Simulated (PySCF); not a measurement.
## The Ti–F bond energy of TiF₃

All numbers come from PBE0 in PySCF with Ti def2-TZVP, F def2-TZVP; no relativity; density-fitted integrals.

Each entry is the lowest minimum that a search over a few typed start shapes (and spin states, where more than one is plausible) found, or that minimum re-optimised at the stated level; isomers with ligand–ligand bonds, or fragments after loss of a ligand pair, can lie lower.

Total energies (Eh), which compare only within these settings: F atom -99.67618.

| species | 2S+1 | group | E (Eh) | ZPE (kJ/mol) |
| --- | --- | --- | --- | --- |
| TiF₂ | 3 | C2v | -1048.94908 | 9.0 |
| TiF₃ | 2 | D3h | -1148.85329 | 15.9 |

(1) What are De and D0 for TiF₃ → TiF₂ + F?

Answers

(1) De = [(-1048.94908) + (-99.67618) − (-1148.85329)] × 2625.5 = 599 kJ/mol. The zero-point energy changes by -6.9 kJ/mol, so D0 = 592 kJ/mol.

Atoms and open shells are unrestricted, without spin–orbit or basis-set superposition corrections.

One determinant describes each species, so states of open d or f shells may be missed.
